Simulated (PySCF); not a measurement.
System: sum formula Si₂N₂H₇, charge -1, multiplicity 1. It need not be the lowest isomer of its formula. Whether it binds its extra electron was not tested at this geometry. 
Structure (B3LYP-D3(BJ)/def2-TZVP (Ansatz) minimum search):
SMILES: [SiH2](N[SiH3])[NH-]
```xyz
11

N     -2.1861     1.0083    -0.1837
Si    -1.1702    -0.2843    -0.2720
N      0.3369     0.1022     0.6027
Si     1.9309    -0.1639     0.0907
H     -3.1791     0.8007    -0.1842
H     -0.5451    -0.7295    -1.5949
H     -1.6464    -1.6257     0.2696
H      0.1772     0.8376     1.2786
H      2.2290    -1.6052    -0.1503
H      2.8890     0.2927     1.1469
H      2.3700     0.5306    -1.1605
```
Charge -1, spin multiplicity 1.

Dispersion corrections to the total energy (kcal/mol) from the dftd3 and dftd4 libraries through PySCF: D3(BJ) without and D4 with the three-body term, each with the damping fitted for the functional named.

```csv
functional,D3(BJ),D4
B2GP-PLYP,-4.31,?
PW6B95,-3.12,-5.57
BHLYP,-8.09,-8.00
BP86,?,-8.75
TPSSh,-6.54,-7.94
PBE,-5.51,-6.49
BLYP,?,-14.20
```

Q: Complete the blanks.

A: 
- B2GP-PLYP, D4: -2.76
- BP86, D3(BJ): -9.31
- BLYP, D3(BJ): -12.04
